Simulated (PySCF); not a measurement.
C2H4AlNO2.

```xyz
10

Al    -1.0709     0.6030     0.0000
H     -2.6332     0.7963     0.0000
N     -0.3129    -1.0182     0.0000
C      0.1908    -2.1221     0.0000
O      0.6815    -3.1981     0.0000
O     -0.0804     1.9881     0.0000
C      1.2906     2.2892     0.0000
H      1.5551     2.8940    -0.8962
H      1.9377     1.3815     0.0000
H      1.5551     2.8940     0.8962
```
Charge 0, spin multiplicity 1.

Geometry: PBE-D3(BJ)/def2-SVP. The structure was generated by enumeration; whether it is a known compound was not checked. The values are those of a single conformer.

All values below come from PBE/pcSseg-1 (PySCF). Non-relativistic, no solvent.

Computed absolute GIAO shielding of each atom: isotropic value and principal components (ppm):
```tsv
atom	σ(iso)	σ11	σ22	σ33	span
Al1	449.2	405.4	435.1	507.1	101.7
H2	27.3	23.4	25.1	33.3	9.8
N3	202.1	127.7	143.2	335.3	207.6
C4	55.8	-56.1	-55.6	279.0	335.1
O5	186.8	79.9	94.2	386.2	306.3
O6	260.3	157.1	301.6	322.2	165.1
C7	120.8	88.7	97.6	176.0	87.4
H8	26.9	23.1	24.5	33.2	10.0
H9	26.6	22.3	25.5	32.1	9.7
H10	26.9	23.1	24.5	33.2	10.0
```
